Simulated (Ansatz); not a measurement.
Basis-set extrapolation for CH₈AlBOSi (PBE0-D4/def2-TZVP geometry, frozen core, Ansatz). Multiplicity 1, RHF reference.

```tsv
	def2-TZVPP	def2-QZVPP
HF	-672.933548	-672.956028
MP2 correlation	-0.718285	-0.769863
CCSD(T) correlation	-0.811777	not run
```

Energies in hartree. Use E(X) = E(∞) + A·exp(−7.88·√X) for Hartree–Fock and E(X) = E(∞) + B·X^(−2.97) for correlation, with X = 3 and 4, and add CCSD(T) minus MP2 of the smaller set to the MP2 limit.

Q: What is the CCSD(T) energy at the basis-set limit?

A: HF limit: -672.956028 + (-0.022480) × 0.13774 = -672.95912. MP2 limit: -0.769863 + (-0.051578) × 0.74074 = -0.80807. Higher-order term: -0.811777 − (-0.718285) = -0.09349. Total: -673.86068 hartree, 302.9 kJ/mol below CCSD(T)/def2-TZVPP.
